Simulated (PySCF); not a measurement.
A PySCF script (with the pyscf-properties extension) for the NMR shieldings of SMILES C=CC/C=C\OCC, C$_{7}$H$_{12}$O, on a PBE0-D3(BJ)/def2-SVP geometry:

```python
import basis_set_exchange as bse
import numpy as np
from pyscf import gto, dft
from pyscf.prop import nmr

atoms = """
C    -3.934397    0.058609   -0.829841
C    -2.627818   -0.165657   -0.684944
C    -1.576819    0.895526   -0.538263
C    -0.866798    0.806887    0.780060
C     0.431086    0.517431    0.924218
O     1.252430    0.303980   -0.124517
C     2.562858   -0.116750    0.179956
C     3.342185   -0.228760   -1.105826
H    -4.337407    1.076511   -0.864860
H    -4.649864   -0.762711   -0.923269
H    -2.262547   -1.199843   -0.646082
H    -0.831948    0.794080   -1.344401
H    -2.046105    1.888217   -0.652296
H    -1.448515    0.966375    1.691697
H     0.896347    0.455736    1.916487
H     2.534692   -1.090749    0.704986
H     3.042386    0.609865    0.863839
H     4.372012   -0.557216   -0.903641
H     3.379412    0.742501   -1.620534
H     2.870166   -0.956855   -1.781584
"""
names = dict.fromkeys(["C", "O", "H"], "pcSseg-1")
basis = {el: gto.basis.parse(bse.get_basis(n, elements=[el], fmt="nwchem")) for el, n in names.items()}
mol = gto.M(atom=atoms, basis=basis, charge=0, verbose=0)
mf = dft.RKS(mol, xc="PBE0")
mf.grids.level = 2
mf.grids.alignment = dft.numint.BLKSIZE   # the property module wants whole blocks of grid points
mf.conv_tol = 1e-9
mf.kernel()

calc = nmr.RKS(mf)   # GIAO
C = mf.mo_coeff
Co = C[:, mf.mo_occ > 0]
resp = mf.gen_response(singlet=True, hermi=2)
def vind(x):   # induced exchange potential for any number of trial vectors
    d = np.einsum("pi,xij,qj->xpq", C, 2 * x.reshape(-1, C.shape[1], Co.shape[1]), Co, optimize=True)
    return np.einsum("xpq,pi,qj->xij", resp(d - d.transpose(0, 2, 1)), C, Co, optimize=True).ravel()
mo1, _ = nmr.rhf.solve_mo1(calc, with_cphf=vind)
sigma = calc.kernel(mo1)
for i, s in enumerate(sigma):   # ppm
    w = np.linalg.eigvalsh((s + s.T) / 2)
    print("%2d %-2s iso %8.1f  s11 %8.1f  s22 %8.1f  s33 %8.1f" % (i, mol.atom_pure_symbol(i), w.mean(), *w))
```

Q: What are the results?

A: 
```
 0 C  iso     63.4  s11    -49.0  s22     86.4  s33    152.7
 1 C  iso     35.8  s11    -89.4  s22     46.3  s33    150.6
 2 C  iso    150.9  s11    130.5  s22    147.1  s33    175.2
 3 C  iso     74.8  s11    -25.6  s22    103.7  s33    146.5
 4 C  iso     33.8  s11    -60.7  s22     69.6  s33     92.5
 5 O  iso    215.7  s11    120.2  s22    259.7  s33    267.2
 6 C  iso    116.7  s11     80.3  s22    104.1  s33    165.7
 7 C  iso    167.6  s11    153.0  s22    166.8  s33    183.1
 8 H  iso     26.0  s11     22.5  s22     25.5  s33     30.0
 9 H  iso     26.1  s11     23.1  s22     25.1  s33     30.1
10 H  iso     25.4  s11     22.7  s22     24.4  s33     29.2
11 H  iso     27.8  s11     23.1  s22     28.0  s33     32.1
12 H  iso     29.0  s11     25.2  s22     28.1  s33     33.8
13 H  iso     27.0  s11     24.6  s22     27.4  s33     29.1
14 H  iso     25.2  s11     22.5  s22     24.9  s33     28.3
15 H  iso     27.7  s11     23.5  s22     27.5  s33     32.1
16 H  iso     27.7  s11     23.6  s22     27.6  s33     32.0
17 H  iso     30.3  s11     26.5  s22     27.4  s33     37.0
18 H  iso     29.8  s11     26.2  s22     28.0  s33     35.2
19 H  iso     29.8  s11     26.0  s22     28.2  s33     35.1
```

These numbers come from an equivalent density-fitted implementation of the same equations, which agrees with the script to about 0.01 ppm for H and up to a few tenths of a ppm for heavy atoms, so last digits may differ.

Q: Turn these shieldings into chemical shifts. Referencing at the same level of theory: ¹³C (σ = 184.41 ppm) and ¹H (σ = 31.27 ppm) vs TMS; H2O for ¹⁷O (σ = 334.56 ppm).

A: Averaging equivalent atoms: C 4: 150.6; C 1: 148.6; C 0: 121.0; C 3: 109.6; C 6: 67.7; C 2: 33.5; C 7: 16.8; O 5: 118.9; H 14: 6.02; H 10: 5.84; H 8: 5.27; H 9: 5.15; H 13: 4.25; H 15/16: 3.55; H 11/12: 2.87; H 17/18/19: 1.30 ppm. Experimental scales use liquid or dissolved standards, which lie at an offset from isolated H2O (liquid H2O: subtract about 36 ppm).

Size and cost of the density-fitted run: 196 basis functions, 31 s wall time on 1 thread of an x86-64 server CPU, shared host.
